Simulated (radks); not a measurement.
Results of a calculation; reference values are marked as such.
Question: Species: Nb VI. Configuration: [Kr] (the NIST ground configuration). Code: a radial shooting solver on a logarithmic mesh with Libxc functionals. Model: scalar-relativistic Kohn-Sham, r2SCAN, spin-unpolarised, spherical densities, finite nucleus; meta-GGA in the generalised Kohn-Sham scheme; Fermi nuclear charge, rms radius 4.324 fm. Some entries of the table are withheld. Estimate them.

orbital,occ.,eigenvalue (hartree),<1/r> (bohr^-1)
1s,2,-695.1108,42.39
2s,2,-99.72124,9.543
2p,6,(1),(2)
3s,2,(3),3.264
3p,6,-15.31924,3.097
3d,10,-9.66488,2.857
4s,2,-4.43679,(4)
4p,6,-3.48421,1.088

Answer: 
(1) 2p eigenvalue (hartree): -89.20647
(2) 2p <1/r> (bohr^-1): 9.272
(3) 3s eigenvalue (hartree): -18.79186
(4) 4s <1/r> (bohr^-1): 1.203
